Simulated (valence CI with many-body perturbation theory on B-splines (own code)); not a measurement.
**Level structure of Os LXIII**

Level of theory: configuration interaction combined with many-body perturbation theory (CI+MBPT): four valence electrons over a frozen Dirac-Fock core [Ne], a basis of 9 s, 9 p, 8 d, 6 f, 3 g, 1 h functions for each j, with the one-electron correlation potential Σ1, the two-electron term Σ2, the three-electron term Σ3, Breit, model QED; selected CI, second order for the rest, scaled by the run's own slope (own B-spline code, finite nucleus).

The last digits are not significant, and no measured levels were compared; by estimate large intervals hold to a few tenths of a per cent, small ones and those within an open d or f shell to about a per cent.

Levels 1 to 37 of 37, with energies above the lowest level, (3s^2 3p1/2^2) J=0. "Leading %" is the weight of the configuration and term that name the level; weights of strongly mixed levels are sums over their largest components and can fall short, so below about 35 % the name and the second component can differ from the true leading terms, or belong to a minority configuration. In the jj column 3d3/2^4 stands for four electrons in 3d with j = 3/2. Lifetimes count E1, E2, E3, M1 and M2 decay at the calculated energies, and are blank where another channel may lead or the interval is too uncertain; long ones can be off by a factor of two.

```tsv
No.	Configuration	Term	J	E (eV)	Leading %	Lifetime	Second component	Leading jj
1	3s²3p²	³P	0	0.0	68		31 % 3s²3p² ¹S	3s^2 3p1/2^2 (100 %)
2	3s²3p²	³P	1	396.4	100	2.55 ns		3s^2 3p1/2 3p3/2 (100 %)
3	3s²3p²	¹D	2	406.0	65	131 ns	35 % 3s²3p² ³P	3s^2 3p1/2 3p3/2 (99 %)
4	3s3p³	³P°	2	572.7	47	33.9 ps	27 % 3s3p³ ⁵S°	3s 3p1/2^2 3p3/2 (97 %)
5	3s3p³	³D°	1	601.0	28	1.04 ps	24 % 3s3p³ ¹P°	3s 3p1/2^2 3p3/2 (81 %)
6	3s²3p3d	³F°	2	624.2	74	90.1 ps	20 % 3s²3p3d ¹D°	3s^2 3p1/2 3d3/2 (99 %)
7	3s²3p3d	³D°	1	670.0	43	173 fs	25 % 3s²3p3d ¹P°	3s^2 3p1/2 3d3/2 (82 %)
8	3s²3p3d	³P°	2	736.5	46	2.63 ps	34 % 3s²3p3d ³D°	3s^2 3p1/2 3d5/2 (97 %)
9	3s²3p3d	³F°	3	737.8	50	3.97 ps	27 % 3s²3p3d ¹F°	3s^2 3p1/2 3d5/2 (99 %)
10	3s3p²3d	³D	1	804.8	44	16.4 ps	38 % 3s3p²3d ⁵F	3s 3p1/2^2 3d3/2 (99 %)
11	3s²3p²	³P	2	809.2	53	159 ps	30 % 3s²3p² ¹D	3s^2 3p3/2^2 (83 %)
12	3s3p²3d	³D	2	813.1	18	18.4 ps	15 % 3s3p²3d ⁵F	3s 3p1/2^2 3d3/2 (82 %)
13	3s²3p²	¹S	0	830.9	68	718 ps	31 % 3s²3p² ³P	3s^2 3p3/2^2 (98 %)
14	3s3p²3d	³D	3	912.0	35	3.50 ps	19 % 3s3p²3d ⁵D	3s 3p1/2^2 3d5/2 (98 %)
15	3s3p²3d	³F	2	926.5	27	3.17 ps	21 % 3s3p²3d ¹D	3s 3p1/2^2 3d5/2 (97 %)
16	3s3p³	³D°	2	959.7	49	1.49 ps	45 % 3s3p³ ⁵S°	3s 3p1/2 3p3/2^2 (96 %)
17	3s3p³	³D°	3	979.1	94	2.15 ps		3s 3p1/2 3p3/2^2 (94 %)
18	3s3p³	³P°	0	990.8	86	1.19 ps	14 % 3s²3p3d ³P°	3s 3p1/2 3p3/2^2 (86 %)
19	3s3p³	¹D°	2	1006.0	55	571 fs	12 % 3s²3p3d ³D°	3s 3p1/2 3p3/2^2 (71 %)
20	3s3p³	³P°	1	1006.4	33	697 fs	20 % 3s3p³ ³D°	3s 3p1/2 3p3/2^2 (82 %)
21	3s3p³	³S°	1	1018.2	31	246 fs	28 % 3s3p³ ³P°	3s 3p1/2 3p3/2^2 (97 %)
22	3s²3p3d	³F°	3	1059.1	45	363 fs	37 % 3s²3p3d ¹F°	3s^2 3p3/2 3d3/2 (95 %)
23	3s²3p3d	³D°	2	1064.1	39	164 fs	20 % 3s3p³ ¹D°	3s^2 3p3/2 3d3/2 (69 %)
24	3s²3p3d	³P°	1	1064.5	46	206 fs	32 % 3s²3p3d ³D°	3s^2 3p3/2 3d3/2 (82 %)
25	3s²3p3d	³P°	0	1065.7	85	247 fs	14 % 3s3p³ ³P°	3s^2 3p3/2 3d3/2 (85 %)
26	3s²3p3d	³F°	4	1126.2	99	1.49 ns		3s^2 3p3/2 3d5/2 (99 %)
27	3s²3p3d	³P°	2	1136.5	44	4.42 ps	41 % 3s²3p3d ¹D°	3s^2 3p3/2 3d5/2 (97 %)
28	3s²3p3d	³D°	3	1159.7	62	1.42 ps	35 % 3s²3p3d ¹F°	3s^2 3p3/2 3d5/2 (96 %)
29	3s²3p3d	¹P°	1	1170.4	62	1.99 ps	25 % 3s²3p3d ³P°	3s^2 3p3/2 3d5/2 (97 %)
30	3s3p²3d	⁵F	2	1171.2	24	2.26 ps	19 % 3p⁴ ³P	3s 3p1/2 3p3/2 3d3/2 (69 %)
31	3s3p²3d	⁵D	0	1178.4	74	11.3 ps	14 % 3s3p²3d ³P	3s 3p1/2 3p3/2 3d3/2 (93 %)
32	3s3p²3d	⁵D	1	1181.2	51	11.5 ps	23 % 3s3p²3d ⁵F	3s 3p1/2 3p3/2 3d3/2 (99 %)
33	3s3p²3d	⁵F	3	1186.9	43	10.7 ps	35 % 3s3p²3d ³F	3s 3p1/2 3p3/2 3d3/2 (97 %)
34	3p⁴	³P	2	1192.2	30	684 fs	19 % 3s3p²3d ⁵F	3s 3p1/2 3p3/2 3d3/2 (48 %)
35	3s3p²3d	³G	4	1204.7	31	31.8 ps	19 % 3s3p²3d ⁵F	3s 3p1/2 3p3/2 3d3/2 (96 %)
36	3p⁴	¹S	0	1205.2	45	553 fs	25 % 3p⁴ ³P	3p1/2^2 3p3/2^2 (70 %)
37	3s3p²3d	³F	2	1219.0	57	600 fs	9 % 3s3p²3d ³P	3s 3p1/2 3p3/2 3d3/2 (87 %)
```

The ionisation energy to 3s²3p ²P°1/2 of the next ion comes out as 7041.1 eV (NIST: 7039 ± 15 eV (theoretical)). All 37 levels together are meant to be complete up to 1225.6 eV.
